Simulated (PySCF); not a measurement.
PbS, neutral, multiplicity 1. Atoms are numbered in the order given.

```xyz
2

Pb     0.0000     0.0000    -0.3764
S      0.0000     0.0000     1.9291
```
Charge 0, spin multiplicity 1.

The structure is a stationary point at B3LYP-D3(BJ)/def2-TZVP. The def2 effective core potentials stand for the cores of Pb; spin–orbit coupling is left out.

Computed with PBE/def2-TZVPD run with PySCF.

Mulliken values depend strongly on the basis, most of all with diffuse functions as here. ESP charges are fitted to the potential on shells at 1.4 to 2.0 van der Waals radii. Atomic charges (e):

```json
[
 {"atom": "Pb1", "ESP fit": "[?]", "Mulliken": "0.52"},
 {"atom": "S2", "ESP fit": "[?]", "Mulliken": "-0.52"}
]
```

Question: Fill in the missing entries. (An estimate is asked for; the answer gives what the named calculation found.)

Answer: 
- Pb1, ESP fit: 0.37
- S2, ESP fit: -0.37
